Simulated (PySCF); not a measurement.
Computed properties of Ta(NH)(Cl)2(Me) (CH4Cl2NTa), SMILES [Cl][Ta]([CH3])([Cl])=[NH], multiplicity 1

Ta(NH)(Cl)2(Me) (CH4Cl2NTa), SMILES [CH3][Ta](=[NH])([Cl])[Cl], multiplicity 1. Geometry optimised at PBE0-D3(BJ)/def2-SVP. The spin state was assumed, not searched. The structure was generated by enumeration; whether it is a known compound was not checked. The def2 effective core potentials stand for the cores of Ta; spin–orbit coupling is left out. The values are those of a single conformer. All values are computed for the isolated molecule unless a solvent is named; none is compared with measurement here.

**Structure.** The optimised structure has Cs symmetry. All 21 harmonic modes at PBE0-D3(BJ)/def2-SVP (PySCF) are real, so it is a minimum. With heavy atoms numbered as in [Ta:1](=[NH:2])([Cl:4])([Cl:5])[CH3:6], the shortest bond between them is Ta1–N2 at 1.751 Å and the longest Ta1–Cl5 at 2.316 Å.

**Vibrations.** The strongest infrared lines (harmonic, unscaled, degenerate partners summed) lie at 3689 cm⁻¹ (208 km/mol, H 92 %), 567 cm⁻¹ (169 km/mol, H 83 %, N 17 %), 1024 cm⁻¹ (109 km/mol, N 84 %, Ta 8 %). The softest mode is at 93 cm⁻¹ and the zero-point energy is 32.4 kcal/mol.

**Electronic structure.** r2SCAN/def2-TZVP (PySCF) places the frontier levels at -7.20 and -2.77 eV, a gap of 4.43 eV, and gives a dipole moment of 1.44 D and a mean polarisability of 84.5 bohr³. PBE/def2-TZVP (PySCF) at the same geometry gives -6.90 and -2.90 eV, so its gap is 0.43 eV narrower. An orbital gap is neither the optical nor the fundamental gap.

**Excitations.** TDA-M06-2X/def2-SVPD (PySCF) has S1 at 4.75 eV (261 nm, f = 0.001, dark); the most intense of the 10 singlets computed lies at 5.90 eV (f = 0.03). T1 (TDA) is at 4.42 eV, 0.33 eV under S1. TDA-PBE/def2-SVPD (PySCF) puts S1 at 4.12 eV. No vertical singlet excitation falls in the visible range (under 3.1 eV).
